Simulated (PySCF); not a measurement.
C₁₀H₁₃B.
Atom-mapped SMILES: `[CH3:1][B:2]([CH3:3])[C:4]1=[CH:5][C@@H:6]2[CH:7]=[CH:8][C@H:9]1[CH:10]=[CH:11]2` (hydrogens: H12, H13, H14 on C1; H15, H16, H17 on C3; H18 on C5; H19 on C6; H20 on C7; H21 on C8; H22 on C9; H23 on C10; H24 on C11)

Computed by this run: PySCF 2.14.0, PBE0-D3(BJ)/def2-SVP geometry optimisation, gas phase; density fitting, grid level 2; the optimiser is geomeTRIC in internal coordinates, started from a GFN2-xTB structure.

Step 0: E = -11235.6527 eV
```
atom  x, y, z in Å  |  force x, y, z in eV/Å
C1      2.4101   -0.1147    1.6734   -0.033   0.096  -0.464
B2      1.7207    0.1187    0.2685    0.240  -0.018   0.193
C3      2.5830    0.4818   -1.0053   -0.125  -0.122   0.512
C4      0.1838   -0.0144    0.1584    0.375   0.088  -0.230
C5     -0.6547   -0.3156    1.1578   -0.049  -0.015   0.040
C6     -2.1183   -0.3860    0.7904    0.077   0.032  -0.106
C7     -2.1787   -1.3875   -0.3444   -0.122  -0.108   0.179
C8     -1.3800   -1.0852   -1.3532    0.118   0.036  -0.212
C9     -0.5923    0.1885   -1.1484   -0.050  -0.045   0.195
C10    -1.6192    1.2563   -0.8475    0.112   0.077  -0.204
C11    -2.4183    0.9596    0.1626   -0.133  -0.001   0.201
H12     2.0246    0.5814    2.4172   -0.228   0.309   0.332
H13     2.1926   -1.1116    2.0544   -0.153  -0.453   0.170
H14     3.4913   -0.0029    1.6530    0.452   0.053  -0.035
H15     2.2718    1.4361   -1.4302   -0.229   0.417  -0.219
H16     3.6497    0.5481   -0.8060    0.430   0.019   0.115
H17     2.4452   -0.2578   -1.7941   -0.151  -0.328  -0.379
H18    -0.3585   -0.5043    2.1742    0.278  -0.100   0.590
H19    -2.7687   -0.6331    1.6271   -0.154  -0.060   0.207
H20    -2.8223   -2.2454   -0.2723   -0.329  -0.521  -0.040
H21    -1.2587   -1.6565   -2.2559   -0.001  -0.379  -0.483
H22     0.0464    0.4358   -1.9915    0.193   0.071  -0.239
H23    -1.6490    2.1577   -1.4328   -0.093   0.535  -0.284
H24    -3.2120    1.5709    0.5520   -0.424   0.416   0.161
```

Problem. Estimate the geometry and energy of step 1. (The exact step hangs on the optimiser's Hessian estimate; all steps are aligned on step 0, rigid shifts and turns removed.)

Solution. E = -11235.7463 eV, largest force 0.140 eV/Å
```
atom  x, y, z in Å  |  force x, y, z in eV/Å
C1      2.4271   -0.1157    1.6900    0.024  -0.017   0.087
B2      1.7409    0.1165    0.2865   -0.034   0.012  -0.066
C3      2.5877    0.4793   -0.9926    0.077   0.020  -0.059
C4      0.1970   -0.0121    0.1503   -0.002  -0.016   0.071
C5     -0.6397   -0.3157    1.1602    0.041  -0.006   0.047
C6     -2.1140   -0.3845    0.7845   -0.067  -0.028   0.101
C7     -2.1855   -1.4054   -0.3510   -0.050  -0.058  -0.010
C8     -1.3915   -1.0975   -1.3737    0.009  -0.053  -0.051
C9     -0.6005    0.1892   -1.1567    0.090   0.031  -0.103
C10    -1.6328    1.2733   -0.8613   -0.005   0.071  -0.025
C11    -2.4279    0.9769    0.1639   -0.060   0.044   0.013
H12     2.0292    0.5877    2.4435   -0.003  -0.018  -0.032
H13     2.1986   -1.1244    2.0785   -0.007   0.029  -0.021
H14     3.5213   -0.0036    1.6731   -0.011   0.001  -0.011
H15     2.2484    1.4399   -1.4240   -0.016  -0.036   0.023
H16     3.6706    0.5520   -0.8161    0.001   0.001   0.000
H17     2.4231   -0.2679   -1.7917   -0.021   0.020   0.035
H18    -0.3202   -0.5056    2.1889   -0.013   0.007  -0.040
H19    -2.7653   -0.6338    1.6312    0.013   0.005  -0.016
H20    -2.8315   -2.2833   -0.2832    0.024   0.031  -0.001
H21    -1.2831   -1.6837   -2.2890   -0.004   0.024   0.031
H22     0.0417    0.4389   -2.0098   -0.016  -0.006   0.021
H23    -1.6776    2.1914   -1.4515    0.002  -0.035   0.018
H24    -3.2276    1.6077    0.5578    0.030  -0.023  -0.013
```

The energy changes by -0.0935 eV. The first-order estimate −F·Δx gives -0.1931 eV and the mean of the old and new forces, exact on a quadratic surface, -0.0945 eV. The step makes an angle of 50° with the force vector and moves no atom by more than 0.049 Å.

What follows is the cost of the whole optimisation. On Intel Xeon 6975P-C, one thread, no GPU, shared host, this took 1.7 min of wall time and 1.0 GiB of memory at its peak.
